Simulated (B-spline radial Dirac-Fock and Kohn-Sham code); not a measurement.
## Si: scattering cross sections and density moments

System: the free silicon atom, configuration [Ne] 3s1 3p3 (an excited configuration).

The run's input, task.json:

```json
{"items": [{
  "Z": 14,
  "q": 0,
  "cfg": [[1, 0, 2], [2, 0, 2], [2, 1, 6], [3, 0, 1], [3, 1, 3]],
  "A": 28,
  "rrms": 3.1224,
  "do": ["scatter"],
  "s": [0.0, 0.05, 0.06, 0.07, 0.09, 0.11, 0.13, 0.15, 0.18, 0.22, 0.26, 0.31, 0.37, 0.44, 0.52, 0.62, 0.74, 0.89, 1.06, 1.26, 1.5, 1.79, 2.14],
  "pz": [0, 0.1, 0.2, 0.3, 0.4, 0.5, 0.6, 0.8, 1.0, 1.2, 1.4, 1.6, 1.8, 2.0, 2.5, 3.0, 4.0, 5.0, 7.0, 10.0, 15.0, 20.0, 30.0, 40.0, 60.0, 100.0],
  "hv_scatter": [1000, 2000, 5000, 17479.3, 20000, 30000, 50000, 100000]
}]}
```

Launch: `python xray_run.py task.json out`

Method: Dirac-Fock orbitals of the configuration average with a finite nucleus. Computed with a radial finite-basis atomic code.

* Sum of ⟨r⟩: 14.96 bohr
* Sum of ⟨r²⟩: 35.38 bohr²
* Sum of ⟨1/r⟩: 49.341 per bohr
* Langevin diamagnetic susceptibility: -28.0 × 10⁻⁶ cm³/mol
* Lamb shielding (α²/3)Σ⟨1/r⟩: 875.8 ppm

Coherent scattering is the Thomson cross section weighted by f₀², without anomalous dispersion; incoherent scattering is Klein-Nishina weighted by S. The Lamb formula is the non-relativistic shielding expression. Electron correlation is left out.

| hν (keV) | coherent (b) | incoherent (b) | incoherent per electron (b) |
| --- | --- | --- | --- |
| 1 | 117.1 | 0.7108 | 0.0508 |
| 2 | 94.18 | 1.705 | 0.122 |
| 5 | 55.89 | 3.358 | 0.240 |
| 17.4793 | 13.32 | 6.345 | 0.453 |
| 20 | 10.89 | 6.568 | 0.469 |
| 30 | 5.839 | 7.031 | 0.502 |
| 50 | 2.513 | 7.197 | 0.514 |
| 100 | 0.7152 | 6.685 | 0.478 |

Incoherent scattering overtakes coherent scattering between 20 and 30 keV.
